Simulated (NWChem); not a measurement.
System: GeS, singlet; SMILES [Ge]=[S]

```xyz
2

Ge     0.0000     0.0000    -0.6698
S      0.0000     0.0000     1.3482
```
Atoms are numbered in this order, from 1.

Computed with NWChem. Pople sets run with spherical d functions. Low-valent species are run as closed-shell singlets; no triplet was tried in these runs. Coordinates come from a PBE0/def2-SVP optimisation. GIAO values for the isolated, static molecule; σ is the absolute isotropic shielding.

For level KT2/pcSseg-1:

| Quantity | Result |
|---|---|
| σ Ge1 (ppm) | 487.5 |
| σ S2 (ppm) | -193.4 |

**Question.** How do the values read with level B3LYP/6-311G** instead?

**Answer.** 
| Item | Result |
|---|---|
| σ Ge1 (ppm) | 302.1 |
| σ S2 (ppm) | -284.9 |
